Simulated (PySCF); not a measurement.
Cl2HMoNO, SMILES [NH]=[Mo](=[O])([Cl])[Cl], multiplicity 1. The structure is a stationary point at PBE0-D3(BJ)/def2-SVP. The spin state was assumed, not searched. The structure was generated by enumeration; whether it is a known compound was not checked. The def2 effective core potentials stand for the cores of Mo; spin–orbit coupling is left out.

Level of theory: PBE0-D3(BJ)/def2-SVP run with PySCF 2.14.0.

Harmonic wavenumbers (cm⁻¹): 111, 177, 213, 222, 318, 410, 436, 537, 671, 1024, 1077, 3603. Rotational constants (GHz): 2.729, 1.605, 1.318; symmetry number 1.

Q: Work out the zero-point energy and the ideal-gas rigid-rotor harmonic-oscillator thermochemistry at 298.15 K and 1 atm.

A: ZPE = ½ Σ hcν = ½ × 8799 cm⁻¹ = 52.63 kJ/mol. H − E(el) = 72.36 kJ/mol. Entropy in J/(mol K): translation 174.69, rotation 118.87, vibration 57.43, total 351.00. G − E(el) = -32.29 kJ/mol. Cp = 94.45 J/(mol K). Modes under 150 cm⁻¹ make the vibrational entropy uncertain.
